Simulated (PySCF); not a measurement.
Excitations are Tamm–Dancoff values on a coarser integration grid. The basis has no diffuse functions, so Rydberg states are missing or too high.

## C3H6OSi, SMILES `C=[SiH]C(C)=O` (C–Si–C–O torsion 0°) (charge 0, multiplicity 1)

All values below come from PBE0-D3(BJ)/def2-TZVP in PySCF 2.14.0.

```
Quantity                                                       Result
-------------------------------------------  ------------------------
HOMO                                                         -6.71 eV
dipole moment                                                  2.79 D
LUMO                                                         -2.17 eV
HOMO–LUMO gap                                                 4.54 eV
S1 excitation (TDA)                                           3.22 eV
S1 oscillator strength                                          0.000
brightest of the four lowest singlets (TDA)                   4.44 eV
T1 excitation (TDA)                                           2.09 eV
S1–T1 gap (TDA)                                               1.13 eV
total energy                                             -13124.64 eV
cost                                         roughly 2.2 core-minutes
```

```xyz
11

C      2.3633    -0.6440     0.3139
Si     0.8840    -0.4346    -0.4994
C     -0.6085     0.3661     0.4128
C     -1.9052     0.5404    -0.3245
O     -0.4597     0.7083     1.5606
H      2.4794    -0.3312     1.3455
H      3.2349    -1.0887    -0.1513
H      0.6726    -0.8450    -1.9093
H     -1.7451     1.1559    -1.2155
H     -2.2655    -0.4318    -0.6757
H     -2.6501     1.0045     0.3222
```
